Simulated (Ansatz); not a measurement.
Species: CH$_{3}$GeO, charge 0, doublet. CH3GeO (SMILES [GeH3][C]=O, doublet).
B3LYP-D3(BJ)/def2-TZVP minimum from Ansatz (a program for electronic structure):
```xyz
6

O     -1.2856    -1.5581    -0.9920
C     -1.1476    -0.4390    -0.6926
Ge     0.4620     0.4107     0.3262
H      0.9843     1.4960    -0.6246
H      1.5718    -0.5912     0.7068
H     -0.1696     1.0512     1.5695
```
Charge 0, spin multiplicity 2.

Wanted: atomisation energy (electronic, to ground-state atoms), in kcal/mol. UHF or UKS for unpaired electrons; spin-orbit terms are left out. Correlated methods leave the cores frozen (noble-gas shells, and filled d and f shells in the p block). No relativity. CBS(X,Y): correlation extrapolated as X^-3, Hartree-Fock from the larger set. A bracket is a step between two methods taken in the basis named. Where a partner has so few electrons that a lower coupled-cluster level is exact, that level stands in.

CCSD(T)/CBS(cc-pVTZ,cc-pVQZ) + [CCSDT(Q) - CCSD(T)]/cc-pVDZ (Ansatz) gives 464.9 kcal/mol.

### Question
How far off this value is PBE/def2-TZVPD (Ansatz), in which direction, and how far these levels: r2SCAN/def2-TZVPD, B3LYP/def2-TZVPD, PBE0/def2-TZVPD, wB97M-V/def2-TZVPD, CCSD(T)/CBS(cc-pVTZ,cc-pVQZ)?

### Answer
PBE gives 478.3 kcal/mol, 13.4 kcal/mol above it. Differences of the others: r2SCAN/def2-TZVPD (Ansatz) 5.9; B3LYP/def2-TZVPD (Ansatz) -1.7; PBE0/def2-TZVPD (Ansatz) -1.6; wB97M-V/def2-TZVPD (Ansatz) 0.5; CCSD(T)/CBS(cc-pVTZ,cc-pVQZ) (Ansatz) -1.1 kcal/mol.
